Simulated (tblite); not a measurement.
C5H5N2 (doublet state).
Geometry (GFN2-xTB, Å), atoms numbered from 1 in this order:
```
atom  x, y, z in Å
C1    -2.1158    0.7190    0.0787
C2    -1.2540   -0.1294   -0.4592
N3     0.0905   -0.1570   -0.1194
C4     0.7244    0.6563    0.7918
C5     2.0330    0.3148    0.8350
N6     2.2154   -0.7060   -0.0450
C7     1.0580   -0.9716   -0.5997
H8    -1.7983    1.4353    0.8181
H9    -3.1519    0.7195   -0.2027
H10   -1.5324   -0.8633   -1.2035
H11    2.8345    0.7152    1.4161
H12    0.8979   -1.7335   -1.3362
```

Computed with GFN2-xTB (tblite): harmonic, unscaled wavenumbers at the GFN2-xTB geometry, gas phase. The method is semi-empirical: single wavenumbers can be off by several per cent or more. One conformer, not necessarily the lowest. Open shells enter through the occupations alone, without spin polarisation, and single modes of such species can be off by tens of per cent.

Harmonic wavenumbers (cm⁻¹): 105.2, 190.8, 222.9, 476.3, 528.0, 612.4, 670.6, 687.8, 763.8, 799.1, 833.6, 861.5, 965.1, 994.9, 1026.2, 1096.0, 1128.2, 1239.5, 1256.2, 1324.6, 1356.4, 1408.5, 1451.7, 1506.5, 1689.3, 3069.1, 3112.2, 3162.5, 3168.1, 3207.8.

A = 8852, B = 2179, C = 1748 MHz; mass 93.045 u (most abundant isotopes); point group Cs, symmetry number 1; spin multiplicity 2.

What is the zero-point energy?

½Σν̃ = 19457 cm⁻¹ = 232.76 kJ/mol.

What is S at 350 K and 1 bar for an ideal gas of classical rigid rotors and harmonic oscillators?

Translation 168.72, rotation 113.54, vibration 59.08, spin (R ln 2) 5.76: S = 347.1 J/(mol K).

And Cp and H(350 K) − H(0)?

Cp = 115.30 J/(mol K), of which vibrations give 82.04 (their classical limit is 30 R = 249.4); H(350 K) − H(0) = 23.89 kJ/mol without the zero-point energy, 12.25 from vibrations.

How do the functions run with temperature in this model?

| T (K) | S (J/(mol K)) | Cp (J/(mol K)) | H − H(0) (kJ/mol) | G − H(0) (kJ/mol) | ln q(vib) |
| --- | --- | --- | --- | --- | --- |
| 150 | 277.5 | 59.1 | 6.67 | -34.96 | 0.78 |
| 250 | 313.6 | 85.6 | 13.84 | -64.55 | 1.76 |
| 298.15 | 329.9 | 100.0 | 18.31 | -80.04 | 2.29 |
| 400 | 363.4 | 129.1 | 30.01 | -115.36 | 3.51 |
| 600 | 424.5 | 172.1 | 60.44 | -194.28 | 6.15 |
| 900 | 502.2 | 210.0 | 118.31 | -333.69 | 10.17 |

q(vib) and H(0) count from the zero-point level.

Which modes carry the vibrational entropy at 350 K?

105.2 cm⁻¹: 15.35; 190.8 cm⁻¹: 10.54; 222.9 cm⁻¹: 9.33; 476.3 cm⁻¹: 3.94; 528.0 cm⁻¹: 3.33; 612.4 cm⁻¹: 2.54 J/(mol K); the other 24 give 14.06 together.

What must be added to the electronic energy to get the Gibbs energy at 350 K and 1 bar?

ZPE + [H(350 K) − H(0)] − T·S = 232.76 + 23.89 − 121.49 = 135.16 kJ/mol.

Hindered rotation and anharmonicity are outside this model. Other conformers, if any are populated, would add a mixing term that is left out.
